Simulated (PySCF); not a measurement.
**Al⁺ (aluminium, charge +1) across methods**

[Ne] 3p2, high-spin 3P determinant (an excited configuration). Computed with PySCF 2.14 in cc-pV6Z (8s7p5d4f3g2h1i, 144 functions), with no relativity, point nucleus.

```tsv
method	E (hartree)	mean ε 2p α (eV)	mean ε 2p β (eV)	mean ε 3p α (eV)	Σ⟨r²⟩ (bohr²)	⟨S²⟩
UHF	-241.28456	-99.529	-98.938	-13.617	22.40	2.000
LDA	-240.7075	-81.203	-80.911	-11.023	21.26	2.000
PW91	-241.7464	-81.290	-81.009	-11.117	21.26	2.000
PBE	-241.6306	-81.133	-80.855	-11.078	21.29	2.000
r2SCAN	-241.7379	-82.932	-82.650	-11.194	21.38	2.000
M06-2X	-241.7245	-90.548	-90.189	-12.416	21.35	2.000
revPBE	-241.7216	-81.094	-80.836	-11.078	21.32	2.000
PBE0	-241.6439	-86.022	-85.668	-11.827	21.46	2.000
```
